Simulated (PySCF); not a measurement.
# Distorted geometries of Pb(SH)4

Pb(SH)4 (singlet). PySCF 2.14.0, RKS PBE, Pb def2-SVP with ECP60, S def2-SVP, H def2-SVP; non-relativistic Hamiltonian with scalar-relativistic core potentials where named; density fitting; no spin-orbit coupling. Relaxed geometry:

```xyz
9

Pb    0.1430    0.3396    0.0042
S    -0.0220   -1.3717    1.8885
H    -0.6861   -0.4792    2.6787
S     0.3192   -1.0129   -2.1519
H    -0.3667   -2.0493   -1.5869
S     2.1824    1.8723    0.0415
H     2.8788    1.0050   -0.7483
S    -1.8913    1.8588    0.2505
H    -1.2346    2.8783   -0.3762
```

Question: Order these distorted geometries by energy above the relaxed one, lowest first.
A.
```xyz
9

Pb    0.1740    0.3733   -0.0241
S    -0.0234   -1.4000    1.8742
H    -0.7339   -0.4072    2.6328
S     0.4106   -1.0587   -2.2317
H    -0.3578   -2.0894   -1.5749
S     2.1466    1.8872    0.1257
H     2.8715    1.0114   -0.7967
S    -1.9049    1.8352    0.3385
H    -1.2601    2.8892   -0.3437
```
B.
```xyz
9

Pb    0.1804    0.3261    0.0037
S    -0.0225   -1.3720    1.8922
H    -0.6664   -0.4741    2.6901
S     0.3451   -1.0053   -2.1698
H    -0.3894   -2.0815   -1.5841
S     2.1829    1.8684   -0.0135
H     2.8598    0.9867   -0.7220
S    -1.9030    1.8640    0.2694
H    -1.2644    2.9288   -0.3658
```
C.
```xyz
9

Pb    0.1425    0.3593   -0.0190
S    -0.0279   -1.3575    1.9077
H    -0.7159   -0.4667    2.6284
S     0.3636   -1.0173   -2.1292
H    -0.3547   -2.0570   -1.6185
S     2.2162    1.8773   -0.0027
H     2.8719    0.9663   -0.6902
S    -1.8996    1.8581    0.2918
H    -1.2735    2.8785   -0.3683
```

Answer: C (0.06 eV), B (0.10 eV), A (0.32 eV).

Question: Which forces (eV/Å) act in the one that lies 0.32 eV up?

Answer: 
```
Pb  -0.55 -0.97 -0.14
S   -0.69  1.34  0.46
H    0.71 -1.08 -0.71
S   -0.93 -0.72  1.28
H    0.85  1.09 -0.76
S    1.38 -0.80 -1.23
H   -0.87  1.15  1.20
S    0.61  0.68 -0.60
H   -0.51 -0.70  0.51
```
Forces carry noise of the integration grid, about 0.01 to 0.03 eV/Å.

A frequency check found unstable modes (1, the lowest at -21 cm⁻¹), so the relaxed geometry is a saddle point, or these are noise.
